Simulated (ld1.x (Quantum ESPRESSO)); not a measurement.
germanium: PAW pseudisation with LDA (PZ), scalar-relativistic reference atom.

Input for ld1.x (Quantum ESPRESSO) 7.5:

```
&input
   title='Ge', zed=32., rel=1, dft='PZ', iswitch=3,
   config='[Ar] 3d10 4s2 4p2',
   nld=2, rlderiv=1.90, eminld=-3.0, emaxld=5.0, deld=0.02
 /
 &inputp
   pseudotype=3, lpaw=.true., tm=.true., lloc=-2, rcloc=1.35,
   nlcc=.true., new_core_ps=.true., rcore=1.45,
   which_augfun='PSQ', rmatch_augfun_nc=.true.,
   file_pseudopw='Ge.UPF', file_wfcaegen='ae.wfc', file_wfcncgen='nc.wfc', file_beta='beta', file_chi='chi', file_wfcusgen='us.wfc'
 /
4
4S  1  0   2.00   0.00  1.60  1.75  0.0
4S  1  0   0.00   1.20  1.60  1.75  0.0
4P  2  1   2.00   0.00  1.55  1.75  0.0
4P  2  1   0.00   1.70  1.55  1.75  0.0
 &test
   configts(1)='4s2 4p2'
 /
```

Command:

```bash
ld1.x < Ge.in > Ge.out
```

The program printed (shortened: banner, matrices, multipoles, cross overlaps and the repeated all-electron block are left out):

```
Program LD1 v.7.5
     --------------------------- All-electron run ----------------------------

     Ge
     scalar relativistic calculation

     atomic number is 32.00
     dft =PZ   lsd =0 sic =0 latt =0  beta=0.20 tr2=1.0E-14
     Exchange-correlation= PZ
                           (   1   1   0   0   0   0   0)
     mesh =1207 r(mesh) = 100.41023 a.u. xmin = -7.00 dx = 0.01250
     1 Ry =  13.60569312 eV, c = 137.03599908

     n l     nl                  e(Ry)          e(Ha)          e(eV)
     1 0     1S 1( 2.00)      -804.1611      -402.0806    -10941.1695
     2 0     2S 1( 2.00)      -100.6529       -50.3264     -1369.4521
     2 1     2P 1( 6.00)       -88.0558       -44.0279     -1198.0608
     3 0     3S 1( 2.00)       -12.3282        -6.1641      -167.7335
     3 1     3P 1( 6.00)        -8.4803        -4.2401      -115.3798
     3 2     3D 1(10.00)        -2.1721        -1.0861       -29.5534
     4 0     4S 1( 2.00)        -0.8783        -0.4391       -11.9492
     4 1     4P 1( 2.00)        -0.2978        -0.1489        -4.0524

     final scf error:  4.7E-15 reached in  30 iterations

     Etot =   -4191.792465 Ry,   -2095.896232 Ha,  -57032.241907 eV

     Ekin =    4266.124265 Ry,    2133.062132 Ha,   58043.577571 eV
     Encl =  -10108.779457 Ry,   -5054.389729 Ha, -137536.951145 eV
     Eh   =    1803.889143 Ry,     901.944572 Ha,   24543.162109 eV
     Exc  =    -153.026415 Ry,     -76.513207 Ha,   -2082.030442 eV

     normalization and overlap integrals

     s(1S/1S) =  1.000000  <r> =   0.0471  <r2> =    0.0030  r(max) =   0.0309
     s(2S/2S) =  1.000000  <r> =   0.2104  <r2> =    0.0522  r(max) =   0.1754
     s(2P/2P) =  1.000000  <r> =   0.1839  <r2> =    0.0414  r(max) =   0.1418
     s(3S/3S) =  1.000000  <r> =   0.6254  <r2> =    0.4515  r(max) =   0.5402
     s(3P/3P) =  1.000000  <r> =   0.6478  <r2> =    0.4946  r(max) =   0.5402
     s(3D/3D) =  1.000000  <r> =   0.7371  <r2> =    0.6985  r(max) =   0.5012
     s(4S/4S) =  1.000000  <r> =   2.1065  <r2> =    5.1396  r(max) =   1.7277
     s(4P/4P) =  1.000000  <r> =   2.8791  <r2> =    9.9061  r(max) =   2.1908

     ------------------------ End of All-electron run ------------------------

     --------------------- Generating PAW atomic setup --------------------

      Generating local potential from pseudized AE potential:
      Matching radius rcloc =   1.3500
      Enforcing V''(0)=0 (lloc=-2)

      Local pseudo, rcloc= 1.362 Estimated cut-off energy=    17.02 Ry

      Computing core charge for nlcc:

       r > 1.45 : true rho core
      Core charge pseudized with two Bessel functions
      Integrated core pseudo-charge :   7.71
      Wfc-us  4S rcutus= 1.749  Estimated cut-off energy=    14.57 Ry
      Wfc-us  4S rcutus= 1.749  Estimated cut-off energy=    18.39 Ry
      Wfc-us  4P rcutus= 1.749  Estimated cut-off energy=    23.52 Ry
      Wfc-us  4P rcutus= 1.749  Estimated cut-off energy=    26.60 Ry

     Required augmentation: PSQ   radius:    1.750000

     Q pseudized with Bessel functions
     Expected ecutrho=     116.2638 due to l1=  1   l2=  1

     Estimated PAW energy = -157.791370 Ryd

     ------------------- End of pseudopotential generation -------------------

     Computing logarithmic derivative in   1.89749
     Computing logarithmic derivative in   1.89749
     Computing the partial wave expansion
     R is outside the sphere for l=    0 j= 0.00
     R is outside the sphere for l=    0 j= 0.00
     R is outside the sphere for l=    1 j= 0.00
     R is outside the sphere for l=    1 j= 0.00

     ---------------------- Testing the pseudopotential ----------------------

     Ge
     scalar relativistic calculation

     atomic number is 32.00   valence charge is  4.00
     dft = SLA  PZ   NOGX NOGC   lsd =0 sic =0 latt =0  beta=0.20 tr2=1.0E-14
     mesh =1207 r(mesh) = 100.41023 xmin = -7.00 dx = 0.01250

     n l     nl             e AE (Ry)        e PS (Ry)    De AE-PS (Ry)
     1 0     4S   1( 2.00)       -0.87825       -0.87826        0.00000
     2 1     4P   1( 2.00)       -0.29784       -0.29784        0.00000

     eps = 4.5E-16  iter =  3

     Etot =   -4191.792465 Ry,   -2095.896232 Ha,  -57032.241907 eV
     Etotps =  -157.791378 Ry,     -78.895689 Ha,   -2146.861071 eV

     Ekin =      15.480580 Ry,       7.740290 Ha,     210.624023 eV
     Encl =     -26.107854 Ry,     -13.053927 Ha,    -355.215446 eV
     Ehrt =       5.862308 Ry,       2.931154 Ha,      79.760764 eV
     Ecxc =    -153.026413 Ry,     -76.513206 Ha,   -2082.030412 eV
     (Ecc =     -11.685909 Ry,      -5.842954 Ha,    -158.994888 eV)

     ---------------------- End of pseudopotential test ----------------------
```

Generation and configuration tests took about 4.5 s on one core of a shared server CPU.
